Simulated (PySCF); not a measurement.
SMILES OB(O)/C=[CH]\[GeH3], GFN2-xTB optimised geometry.

```
13

O      0.65     1.30    -0.01
B      1.40     0.17     0.00
O      2.75     0.30     0.01
C      0.61    -1.17     0.00
C     -0.72    -1.17     0.00
Ge    -1.83     0.43     0.00
H      1.15     2.12    -0.01
H      3.26    -0.51     0.02
H      1.14    -2.12     0.00
H     -1.26    -2.12     0.00
H     -3.26    -0.08     0.01
H     -1.70     1.28     1.22
H     -1.71     1.27    -1.23
```

Density from PBE/def2-TZVP in PySCF 2.14.0 at that geometry.

Minimum of the electron density along straight lines between bonded atoms, close to the bond critical point (lines longer than 1.1 times the sum of covalent radii, or with two minima, are not listed):

| bond | length / Å | ρ at the minimum / e bohr⁻³ | ∇²ρ there / e bohr⁻⁵ | position (fraction from the first atom) |
|---|---|---|---|---|
| O1–B2 | 1.353 | 0.213 | 0.96 | 0.67 |
| B2–O3 | 1.359 | 0.210 | 0.91 | 0.33 |
| B2–C4 | 1.563 | [?] | [?] | 0.33 |
| C4–C5 | 1.332 | 0.348 | -1.03 | 0.50 |
| C5–Ge6 | 1.948 | [?] | 0.12 | 0.53 |
| O1–H7 | 0.958 | 0.361 | -2.47 | 0.81 |
| O3–H8 | 0.955 | 0.365 | -2.50 | 0.81 |
| C4–H9 | 1.088 | 0.277 | -0.94 | 0.64 |
| C5–H10 | 1.085 | 0.281 | -0.97 | 0.64 |
| Ge6–H11 | 1.514 | 0.137 | 0.08 | 0.60 |
| Ge6–H12 | 1.490 | 0.143 | 0.08 | 0.60 |
| Ge6–H13 | 1.490 | 0.143 | 0.08 | 0.60 |

Task: Some entries are withheld; supply them.

Result: 
- B2–C4, ρ at the minimum / e bohr⁻³: 0.190
- B2–C4, ∇²ρ there / e bohr⁻⁵: -0.31
- C5–Ge6, ρ at the minimum / e bohr⁻³: 0.128
